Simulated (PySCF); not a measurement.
C₂H₄BBr, SMILES C=CBBr.

Coordinates come from a B3LYP-D3(BJ)/def2-SVP optimisation. The structure was generated by enumeration, and PubChem lists no compound with its InChIKey, so it may never have been made. One conformer was computed; it need not be the lowest.

Method: PySCF with TDDFT-PBE/def2-SVPD.

Vertical excitations. Isolated molecule, no solvent. State labels are in the subgroup Cs.

```json
[
 {"state": "S1", "symmetry": "A\"", "energy (eV)": "3.55", "λ (nm)": "350", "f": "0.000", "main pairs": "HOMO→LUMO 100 %"},
 {"state": "S2", "symmetry": "A'", "energy (eV)": "4.65", "λ (nm)": "267", "f": "0.128", "main pairs": "HOMO−1→LUMO 86 %"},
 {"state": "S3", "symmetry": "A\"", "energy (eV)": "5.22", "λ (nm)": "237", "f": "0.000", "main pairs": "HOMO−3→LUMO 99 %"},
 {"state": "S4", "symmetry": "A\"", "energy (eV)": "5.58", "λ (nm)": "222", "f": "0.001", "main pairs": "HOMO−4→LUMO 99 %"},
 {"state": "S5", "symmetry": "A'", "energy (eV)": "5.72", "λ (nm)": "217", "f": "0.123", "main pairs": "HOMO−2→LUMO 78 %"},
 {"state": "S6", "symmetry": "A\"", "energy (eV)": "6.72", "λ (nm)": "184", "f": "0.000", "main pairs": "HOMO→LUMO+1 99 %"},
 {"state": "S7", "symmetry": "A'", "energy (eV)": "6.78", "λ (nm)": "183", "f": "0.046", "main pairs": "HOMO→LUMO+2 99 %"},
 {"state": "S8", "symmetry": "A\"", "energy (eV)": "7.04", "λ (nm)": "176", "f": "0.001", "main pairs": "HOMO−5→LUMO 99 %"},
 {"state": "S9", "symmetry": "A\"", "energy (eV)": "7.12", "λ (nm)": "174", "f": "0.001", "main pairs": "HOMO−1→LUMO+2 100 %"},
 {"state": "S10", "symmetry": "A'", "energy (eV)": "7.30", "λ (nm)": "170", "f": "0.046", "main pairs": "HOMO→LUMO+3 97 %"},
 {"state": "T1", "symmetry": "A'", "energy (eV)": "3.32", "λ (nm)": "373", "f": "0", "main pairs": "HOMO−1→LUMO 92 %"},
 {"state": "T2", "symmetry": "A\"", "energy (eV)": "3.36", "λ (nm)": "369", "f": "0", "main pairs": "HOMO→LUMO 100 %"},
 {"state": "T3", "symmetry": "A'", "energy (eV)": "4.33", "λ (nm)": "286", "f": "0", "main pairs": "HOMO−2→LUMO 93 %"},
 {"state": "T4", "symmetry": "A\"", "energy (eV)": "4.82", "λ (nm)": "257", "f": "0", "main pairs": "HOMO−3→LUMO 99 %"}
]
```
Triplets are in the Tamm–Dancoff approximation, which puts them higher than full response would, so one can lie above its singlet here.
